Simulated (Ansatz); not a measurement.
The lowest singlet and triplet of SH (SMILES [SH+]); geometries from B3LYP-D3(BJ)/def2-TZVP, each state relaxed from the structure named, with no frequency check, low spin by broken symmetry.
Singlet at the triplet's geometry (charge 1, multiplicity 1):
```xyz
2

S      0.00000     0.00000    -0.08065
H      0.00000     0.00000     1.29045
```

A positive gap puts the triplet lower; no zero-point energy. R- takes a restricted singlet, here one determinant of a half-filled degenerate or near-degenerate pair, which mixes singlet states. The triplet is unrestricted in single-reference levels. Active spaces average the two states.

Correlated levels freeze the cores.

Codes used: Ansatz (Gaussian basis) for Hartree–Fock, density functionals and correlated methods. Each number belongs to the level named beside it.

R-PBE/def2-TZVPP gives 44.40 kcal/mol for the gap E(singlet) − E(triplet), vertical, at the triplet's geometry.

**Question.** How do the other levels lie against it? Give each less PBE: R-r2SCAN/def2-TZVPP, R-PBE0/def2-TZVPP, R-wB97M-V/def2-TZVPP, R-B2PLYP/def2-TZVPP, R-MP2/cc-pV(Q+d)Z, R-CCSD(T)/cc-pV(Q+d)Z, SC-NEVPT2 on SA-CASSCF(6,5)/cc-pV(Q+d)Z, FIC-MRCISD+Q on SA-CASSCF(6,5)/cc-pV(Q+d)Z, FCI/cc-pV(D+d)Z.

**Answer.** R-r2SCAN/def2-TZVPP 6.48; R-PBE0/def2-TZVPP 1.94; R-wB97M-V/def2-TZVPP -7.23; R-B2PLYP/def2-TZVPP -1.82; R-MP2/cc-pV(Q+d)Z -0.60; R-CCSD(T)/cc-pV(Q+d)Z -9.95; SC-NEVPT2 on SA-CASSCF(6,5)/cc-pV(Q+d)Z -14.43; FIC-MRCISD+Q on SA-CASSCF(6,5)/cc-pV(Q+d)Z -16.03; FCI/cc-pV(D+d)Z -10.87 kcal/mol. 2 of 9 lie above PBE; the widest gap is to FIC-MRCISD+Q on SA-CASSCF(6,5)/cc-pV(Q+d)Z.

Doubts at one or more of the structures used: a restricted determinant that unrestricted orbitals would lower (R-PBE/def2-TZVPP, R-r2SCAN/def2-TZVPP, R-PBE0/def2-TZVPP, R-wB97M-V/def2-TZVPP, R-B2PLYP/def2-TZVPP, R-MP2/cc-pV(Q+d)Z, R-CCSD(T)/cc-pV(Q+d)Z).

Ansatz is a program for electronic structure.
